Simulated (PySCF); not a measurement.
PySCF input for W(Me)4 (C4H12W), SMILES [CH3][W]([CH3])([CH3])[CH3] (connectivity only; charge and spin as stated), neutral, multiplicity 3, PBE-D3(BJ)/def2-SVP. Geometry optimised at PBE-D3(BJ)/def2-SVP. The multiplicity is an assumed one; other spin states were not compared. The def2 effective core potentials stand for the cores of W; spin–orbit coupling is left out.

```python
import numpy as np
from pyscf import gto, scf, dft, df
from pyscf.hessian import thermo

mol = gto.M(
    atom='''
    W     0.00000000    0.00000000    0.00000000
    C     1.21603138    1.21603138   -1.21603138
    H     1.87450522    1.87450521   -0.60139213
    H     0.60139213    1.87450521   -1.87450522
    H     1.87450522    0.60139213   -1.87450522
    C    -1.21603138    1.21603138    1.21603138
    H    -1.87450522    0.60139213    1.87450521
    H    -1.87450521    1.87450522    0.60139213
    H    -0.60139213    1.87450522    1.87450521
    C    -1.21603138   -1.21603138   -1.21603138
    H    -1.87450522   -1.87450521   -0.60139213
    H    -0.60139213   -1.87450522   -1.87450521
    H    -1.87450522   -0.60139213   -1.87450522
    C     1.21603138   -1.21603138    1.21603138
    H     1.87450521   -1.87450522    0.60139213
    H     0.60139213   -1.87450521    1.87450522
    H     1.87450521   -0.60139213    1.87450522
    ''',
    basis='def2-SVP',
    ecp={'W': 'def2-svp'},
    charge=0,
    spin=2,
    max_memory=1600,
    verbose=3,
)
mf = dft.UKS(mol, xc='pbe').density_fit(auxbasis='def2-universal-jkfit')
mf.disp = 'd3bj'
mf.grids.level = 3
mf.conv_tol = 1e-11
mf.max_cycle = 100
mf.kernel()
fine, coarse = mf.grids, dft.Grids(mol).set(level=1).build(with_non0tab=True)
for _ in range(3):  # follow internal instabilities
    mf.grids = coarse
    mo, _, stable, _ = mf.stability(return_status=True, nroots=4)
    mf.grids = fine
    if stable:
        break
    mf.kernel(mf.make_rdm1(mo, mf.mo_occ))

# [left out here: the lines that compute and print the analytic Hessian (its translational invariance restored by hand, since the grid's response is missing), thermochemistry and intensities]
```

Log of the run:

```

WARN: HOMO -0.382058228747949 >= LUMO -0.382058228780194

converged SCF energy = -226.37988263777  <S^2> = 2.0117325  2S+1 = 3.0078115
<class 'pyscf.df.df_jk.DFUKS'> wavefunction is stable in the internal stability analysis

WARN: DFTD3 does not support analytical Hessian, using finite difference


WARN: Mole.unit (angstrom) is changed to Bohr

Mode                                 0                   1                   2
Irrep
Freq [cm^-1]                       99.5587             99.5589            115.4058
Reduced mass [au]                   2.3999              2.3999              2.6764
Force const [Dyne/A]                0.0140              0.0140              0.0210
Char temp [K]                     143.2428            143.2432            166.0433
Normal mode                   x     y     z       x     y     z       x     y     z
       0   W                -0.00 -0.00 -0.00    0.00 -0.00 -0.00   -0.02  0.01 -0.02
       1   C                -0.07  0.09  0.03    0.07  0.02  0.09    0.10 -0.04  0.05
       2   H                -0.11  0.11  0.05    0.03 -0.03  0.18    0.11 -0.10  0.11
       3   H                -0.13  0.08  0.08    0.14  0.07  0.08    0.22  0.01 -0.00
       4   H                -0.03  0.18 -0.02    0.11  0.05  0.11    0.11 -0.10  0.10
       5   C                 0.07  0.09 -0.03   -0.07  0.02 -0.09    0.05 -0.04  0.10
       6   H                 0.03  0.18  0.02   -0.11  0.05 -0.11    0.10 -0.08  0.11
       7   H                 0.11  0.11 -0.05   -0.03 -0.03 -0.18    0.00  0.02  0.21
       8   H                 0.13  0.08 -0.08   -0.14  0.07 -0.08    0.11 -0.09  0.10
       9   C                 0.07 -0.09  0.03   -0.07 -0.02  0.09    0.05 -0.10  0.04
      10   H                 0.11 -0.11  0.05   -0.03  0.03  0.18    0.10 -0.11  0.09
      11   H                 0.13 -0.08  0.08   -0.14 -0.07  0.08    0.10 -0.11  0.09
      12   H                 0.03 -0.18 -0.02   -0.11 -0.05  0.11   -0.00 -0.21 -0.01
      13   C                -0.07 -0.09 -0.03    0.07 -0.02 -0.09   -0.01  0.02 -0.02
      14   H                -0.11 -0.11 -0.05    0.03  0.03 -0.18   -0.01  0.03 -0.02
      15   H                -0.13 -0.08 -0.08    0.14 -0.07 -0.08   -0.00  0.02 -0.01
      16   H                -0.03 -0.18  0.02    0.11 -0.05 -0.11   -0.01  0.03 -0.02
Mode                                 3                   4                   5
Irrep
Freq [cm^-1]                      115.4064            115.4069            175.7940
Reduced mass [au]                   2.6764              2.6764              1.0080
Force const [Dyne/A]                0.0210              0.0210              0.0184
Char temp [K]                     166.0441            166.0448            252.9284
Normal mode                   x     y     z       x     y     z       x     y     z
       0   W                 0.01  0.02  0.01   -0.02 -0.00  0.02    0.00 -0.00  0.00
       1   C                -0.00 -0.07 -0.09    0.01 -0.07 -0.01   -0.00 -0.00 -0.00
       2   H                 0.06 -0.04 -0.19    0.04 -0.07 -0.04    0.20 -0.20 -0.00
       3   H                -0.01 -0.11 -0.12    0.04 -0.07 -0.04   -0.00  0.20  0.20
       4   H                -0.06 -0.15 -0.07   -0.02 -0.13  0.01   -0.20 -0.00 -0.20
       5   C                -0.09 -0.06 -0.00    0.02  0.08 -0.02    0.00  0.00  0.00
       6   H                -0.08 -0.13 -0.06   -0.02  0.15  0.01    0.20  0.00  0.20
       7   H                -0.12 -0.10 -0.02    0.06  0.08 -0.06   -0.20 -0.20  0.00
       8   H                -0.18 -0.03  0.05    0.06  0.08 -0.06    0.00  0.20 -0.20
       9   C                 0.04 -0.02  0.03    0.09  0.01 -0.09   -0.00  0.00  0.00
      10   H                 0.06 -0.03  0.05    0.06 -0.06 -0.20   -0.20  0.20  0.00
      11   H                 0.07 -0.02  0.06    0.18  0.07 -0.07   -0.00 -0.20  0.20
      12   H                 0.02 -0.07  0.01    0.13  0.01 -0.13    0.20  0.00 -0.20
      13   C                -0.05 -0.10 -0.06    0.09  0.01 -0.09   -0.00 -0.00 -0.00
      14   H                -0.11 -0.11 -0.12    0.07  0.07 -0.18    0.20  0.20 -0.00
      15   H                -0.10 -0.11 -0.12    0.20 -0.06 -0.06   -0.00 -0.20 -0.20
      16   H                 0.01 -0.22 -0.01    0.13  0.01 -0.13   -0.20 -0.00  0.20
Mode                                 6                   7                   8
Irrep
Freq [cm^-1]                      177.0217            177.0221            177.0222
Reduced mass [au]                   1.0184              1.0184              1.0184
Force const [Dyne/A]                0.0188              0.0188              0.0188
Char temp [K]                     254.6949            254.6953            254.6955
Normal mode                   x     y     z       x     y     z       x     y     z
       0   W                -0.00  0.00 -0.00   -0.00  0.00 -0.00   -0.00  0.00  0.00
       1   C                -0.00 -0.01 -0.01   -0.01  0.01 -0.01   -0.00  0.00  0.00
[...]
Normal mode                   x     y     z       x     y     z       x     y     z
       0   W                 0.00  0.00 -0.00    0.00  0.00  0.00    0.00 -0.00 -0.00
       1   C                 0.01  0.01 -0.01    0.00 -0.03 -0.03   -0.04  0.02 -0.02
       2   H                -0.16 -0.16 -0.16    0.19  0.18  0.17    0.13  0.14  0.12
       3   H                 0.16 -0.16  0.16   -0.02  0.01 -0.03    0.21 -0.23  0.23
       4   H                -0.16  0.16  0.16   -0.21  0.19  0.20    0.09 -0.09 -0.10
       5   C                -0.01  0.01  0.01   -0.00 -0.03  0.03    0.04  0.02  0.02
       6   H                 0.16  0.16 -0.16    0.21  0.19 -0.20   -0.09 -0.09  0.10
       7   H                 0.16 -0.16  0.16   -0.19  0.18 -0.17   -0.13  0.14 -0.12
       8   H                -0.16 -0.16 -0.16    0.02  0.01  0.03   -0.21 -0.23 -0.23
       9   C                -0.01 -0.01 -0.01   -0.00  0.03 -0.03    0.04 -0.02 -0.02
      10   H                 0.16  0.16 -0.16   -0.19 -0.18  0.17   -0.13 -0.14  0.12
      11   H                -0.16  0.16  0.16    0.02 -0.01 -0.03   -0.21  0.23  0.23
      12   H                 0.16 -0.16  0.16    0.21 -0.19  0.20   -0.09  0.09 -0.10
      13   C                 0.01 -0.01  0.01    0.00  0.03  0.03   -0.04 -0.02  0.02
      14   H                -0.16  0.16  0.16    0.19 -0.18 -0.17    0.13 -0.14 -0.12
      15   H                 0.16  0.16 -0.16   -0.02 -0.01  0.03    0.21  0.23 -0.23
      16   H                -0.16 -0.16 -0.16   -0.21 -0.19 -0.20    0.09  0.09  0.10
Mode                                39                  40                  41
Irrep
Freq [cm^-1]                     2991.5600           2991.5600           2991.5601
Reduced mass [au]                   1.1000              1.1000              1.1000
Force const [Dyne/A]                5.8003              5.8003              5.8003
Char temp [K]                    4304.1888           4304.1888           4304.1889
Normal mode                   x     y     z       x     y     z       x     y     z
       0   W                -0.00 -0.00 -0.00   -0.00 -0.00 -0.00   -0.00  0.00  0.00
       1   C                 0.00 -0.01 -0.01    0.02  0.03  0.04    0.04 -0.03  0.01
       2   H                 0.06  0.06  0.06   -0.27 -0.27 -0.25   -0.03 -0.05 -0.04
       3   H                -0.01  0.01 -0.01   -0.10  0.12 -0.10   -0.24  0.26 -0.26
       4   H                -0.07  0.06  0.07    0.17 -0.15 -0.16   -0.21  0.20  0.22
       5   C                 0.04  0.01  0.03   -0.01 -0.03  0.01    0.00  0.03 -0.03
       6   H                -0.06 -0.06  0.08    0.16  0.15 -0.16   -0.22 -0.20  0.21
       7   H                -0.19  0.20 -0.18   -0.08  0.07 -0.07    0.19 -0.18  0.17
       8   H                -0.24 -0.27 -0.26    0.08  0.08  0.09   -0.03 -0.02 -0.04
       9   C                -0.04  0.03  0.01    0.01  0.03 -0.04   -0.00  0.01 -0.01
      10   H                 0.05  0.07 -0.06   -0.27 -0.27  0.25   -0.04 -0.04  0.04
      11   H                 0.24 -0.26 -0.27   -0.08  0.10  0.08    0.03 -0.03 -0.03
      12   H                 0.20 -0.19  0.21    0.19 -0.17  0.18    0.07 -0.07  0.07
      13   C                -0.00 -0.03 -0.03   -0.02 -0.03 -0.01   -0.04 -0.01  0.03
      14   H                -0.20  0.19  0.18   -0.08  0.07  0.07    0.18 -0.19 -0.17
      15   H                 0.01  0.00 -0.01    0.10  0.10 -0.11    0.24  0.26 -0.26
      16   H                 0.21  0.19  0.20    0.18  0.17  0.18    0.06  0.07  0.08
Mode                                42                  43                  44
Irrep
Freq [cm^-1]                     2995.6971           2995.6973           2995.6974
Reduced mass [au]                   1.1002              1.1002              1.1002
Force const [Dyne/A]                5.8170              5.8170              5.8170
Char temp [K]                    4310.1412           4310.1415           4310.1416
Normal mode                   x     y     z       x     y     z       x     y     z
       0   W                -0.00 -0.00  0.00    0.00 -0.00 -0.00   -0.00  0.00 -0.00
       1   C                 0.00 -0.00  0.00    0.02 -0.04 -0.03   -0.04  0.00 -0.04
       2   H                 0.00 -0.00 -0.00    0.17  0.16  0.15    0.22  0.23  0.21
       3   H                -0.03  0.03 -0.04   -0.11  0.11 -0.12    0.23 -0.26  0.25
       4   H                -0.02  0.02  0.02   -0.28  0.26  0.28    0.02 -0.02 -0.03
       5   C                -0.02 -0.04  0.02   -0.01 -0.01  0.00   -0.04 -0.00 -0.04
       6   H                 0.27  0.25 -0.27    0.06  0.06 -0.07    0.00  0.01 -0.02
       7   H                -0.16  0.15 -0.14   -0.02  0.01 -0.01    0.23 -0.24  0.22
       8   H                 0.11  0.11  0.13    0.06  0.06  0.06    0.23  0.25  0.24
       9   C                -0.02 -0.03  0.04    0.04 -0.02 -0.01   -0.02  0.03 -0.01
      10   H                 0.27  0.26 -0.24   -0.07 -0.08  0.07   -0.06 -0.05  0.05
      11   H                 0.09 -0.11 -0.09   -0.22  0.24  0.24    0.10 -0.11 -0.11
      12   H                -0.17  0.15 -0.15   -0.15  0.14 -0.16    0.17 -0.16  0.17
      13   C                -0.04 -0.02  0.02    0.01 -0.03 -0.04   -0.02 -0.02 -0.01
      14   H                 0.11 -0.12 -0.10   -0.26  0.25  0.23   -0.05  0.04  0.04
      15   H                 0.23  0.25 -0.26   -0.06 -0.07  0.05    0.10  0.10 -0.11
      16   H                 0.13  0.13  0.14    0.19  0.17  0.18    0.16  0.14  0.16
temperature 298.1500 [K]
pressure 101325.00 [Pa]
Rotational constants [GHz] 2.50591 2.50591 2.50591
Symmetry number 12
Zero-point energy (ZPE) 0.13426 [Eh]   352491.536 [J/mol]
                           tot       elec      trans        rot        vib
Entropy [J/mol/K]       417.032      9.134    177.304     94.044    136.550
Cv [J/mol/K]            160.896      0.000     12.472     12.472    135.953
Cp [J/mol/K]            169.211      0.000     20.786     12.472    135.953
Internal energy [J/mol]                      3718.434   3718.434 374402.166
Internal energy [Eh]   -226.23445  -226.37988
Enthalpy [J/mol]                             6197.391   3718.434 374402.166
Enthalpy [Eh]          -226.23350
Gibbs free energy [J/mol]                  -46665.730 -24320.901 333689.881
Gibbs free energy [Eh] -226.28086
mode   freq/cm-1   IR/(km/mol)
   1       99.56         0.000
   2       99.56         0.000
   3      115.41         0.010
   4      115.41         0.010
   5      115.41         0.010
   6      175.79         0.000
   7      177.02         0.000
   8      177.02         0.000
   9      177.02         0.000
  10      497.33         0.000
  11      497.33         0.000
  12      497.33         0.000
  13      518.48        26.775
  14      518.48        26.775
  15      518.48        26.775
  16      541.01         0.000
  17      634.78         0.000
  18      634.78         0.000
  19      638.48        34.669
  20      638.48        34.669
  21      638.48        34.669
  22     1149.19         0.009
  23     1149.19         0.009
  24     1149.19         0.009
  25     1167.97         0.000
  26     1338.19         0.000
  27     1338.19         0.000
  28     1338.19         0.000
  29     1346.47        10.528
  30     1346.47        10.528
  31     1346.47        10.528
  32     1349.51         0.000
  33     1349.51         0.000
  34     2896.85        11.944
  35     2896.85        11.944
  36     2896.85        11.942
  37     2903.93         0.000
  38     2990.77         0.000
  39     2990.77         0.000
  40     2991.56         0.000
  41     2991.56         0.000
  42     2991.56         0.000
  43     2995.70        19.131
  44     2995.70        19.130
  45     2995.70        19.130
max |gradient| / (hartree/bohr): 4.737203534804866e-05
APT charges: [ 1.1146 -0.2177 -0.0204 -0.0204 -0.0204 -0.2177 -0.0204 -0.0204 -0.0204
 -0.2177 -0.0204 -0.0204 -0.0204 -0.2177 -0.0204 -0.0204 -0.0204]
```

Self-consistency was reached.

Cost: about 21 core-minutes (a rough figure).
